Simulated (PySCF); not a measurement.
C5H8FN2 (charge +1).
Cartesian coordinates in Å at the GFN2-xTB level; atoms count from 1:
```
atom  x, y, z in Å
C1    -2.456    0.453    0.243
N2    -1.097    0.013    0.069
C3    -0.720   -1.270   -0.203
C4     0.641   -1.255   -0.286
F5     1.494   -2.216   -0.527
N6     1.078    0.020   -0.065
C7     2.456    0.439   -0.070
C8    -0.007    0.768    0.148
H9    -2.478    1.528    0.405
H10   -2.905   -0.047    1.102
H11   -3.044    0.212   -0.643
H12   -1.410   -2.081   -0.319
H13    3.014   -0.107    0.692
H14    2.516    1.505    0.130
H15    2.906    0.224   -1.041
H16    0.005    1.822    0.352
```

A PySCF run (density fitting, gas phase, GFN2-xTB geometry) gave HOMO -12.17 eV, LUMO -5.29 eV.

Task: Which of these levels was it?
A. mPW1PW91/6-31++G**
B. PBE/pcSseg-1
C. HCTH407/STO-3G

Result: A. It is mPW1PW91/6-31++G**. All candidates on this geometry:

| level and settings | kind | basis functions | SCF cycles | E (Eh) | HOMO (eV) | LUMO (eV) |
| --- | --- | --- | --- | --- | --- | --- |
| PBE/pcSseg-1, grid level 4 | GGA | 176 | 16 | -403.9357 | -11.08 | -6.24 |
| HCTH407/STO-3G, grid level 4, energy threshold 1e-06 Eh | GGA | 48 | 8 | -399.3361 | -9.65 | -4.79 |
| mPW1PW91/6-31++G** | global hybrid | 192 | 14 | -404.3689 | -12.17 | -5.29 |

The nearest other candidate, by the summed differences of HOMO and LUMO, is PBE/pcSseg-1: its HOMO differs by +1.09 eV and its LUMO by -0.95 eV. Cycle counts include a coarse-grid stage where the run had one. All basis functions are spherical, in the Pople sets too.
